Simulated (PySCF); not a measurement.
## How methods differ on the excitation energy of Au

Au [Xe] 4f14 5d10 6s1 (2S) → Au [Xe] 4f14 5d9 6s2 (2D), as a difference of total energies. Calculation: PySCF 2.14, in aug-cc-pVDZ-PP with ECP60MDF (5s5p4d2f, 54 functions); scalar relativity through the core potential. Correlated levels: valence: 5s2 5p6 frozen. The calculations carry no spin-orbit coupling.

```csv
method,excitation energy (cm⁻¹),error (cm⁻¹)
UHF,14332,+262
MP2 (valence),15521,+1450
SCS-MP2 (valence),14477,+406
CCSD (valence),14262,+192
CCSD(T) (valence),14227,+156
```

Reference: 14071 cm⁻¹ (measured; NIST levels, between the centres of gravity of the two terms).

Errors of the correlated levels include the incompleteness of this basis and the frozen core.
